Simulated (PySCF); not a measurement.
Si(H)2(Me)2 (C2H8Si), SMILES C[SiH2]C.

Coordinates come from a r2SCAN-D4/def2-SVP optimisation. The isomer is the one that the SMILES or the coordinates give; other isomers of the formula were not compared.

Two levels are set side by side: TDDFT-PBE/def2-SVPD (PySCF) and TDDFT-LC-ωPBE/def2-SVPD (PySCF). Vertical, same geometry. The lowest singlet is HOMO→LUMO 98 % with PBE and HOMO→LUMO 83 % with the other functional; states are paired by order. Differences are taken from unrounded values.

```tsv
quantity	TDDFT-LC-ωPBE	TDDFT-PBE	TDDFT-PBE minus TDDFT-LC-ωPBE
lowest singlet excitation (eV)	9.02	7.52	-1.50
lowest triplet excitation (TDA) (eV)	8.37	7.36	-1.01
first bright state (f over 0.05) (eV)	9.02	7.98	-1.04
its oscillator strength	0.11	0.11	0.00
```

A lower first singlet is the usual sign of a functional without exact exchange. Differences between two approximate levels are no errors against the true value.

Rough cost on one machine, each run with all the roots and properties that it gave: TDDFT-LC-ωPBE against TDDFT-PBE about 6 times.
